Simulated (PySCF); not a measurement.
# Polarisability and C₆ of Zr²⁺ (zirconium, charge +2)

[Kr] 4d2, high-spin 3F determinant. Computed with PySCF 2.14 in x2c-TZVPPall with one added diffuse shell each of s, p, d, f type (9s7p7d3f1g, 95 functions), with the spin-free X2C one-electron Hamiltonian (Gaussian nucleus). Coupled (time-dependent) response in atomic units; α is the mean over directions.

```csv
method,mean α (bohr³),C₆ (like pair),S(−4)
CAM-B3LYP,11.95,58.74,97.79
```

S(−4) is the Cauchy moment in α(ω) = α(0) + S(−4) ω² + …

Spin-orbit coupling is absent.

α(iu) at CAM-B3LYP:

| u (hartree) | α(iu) (bohr³) |
| --- | --- |
| 0 | 11.95 |
| 0.0500 | 11.71 |
| 0.100 | 11.10 |
| 0.200 | 9.502 |
| 0.300 | 8.091 |
| 0.500 | 6.133 |
| 0.750 | 4.598 |
| 1.00 | 3.574 |
| 1.50 | 2.306 |
| 2.00 | 1.585 |
| 3.00 | 0.8625 |
| 5.00 | 0.3647 |

A single London oscillator, α(iu) = α/(1 + u²/ω²), gives C₆ = (3/4) ω α². Matching the computed C₆ needs ω = 4 × 58.74 / (3 × 11.95²) = 0.548 hartree.

For an ion, C₆ is the dispersion term alone; charge-induced terms of lower order in 1/R come first.
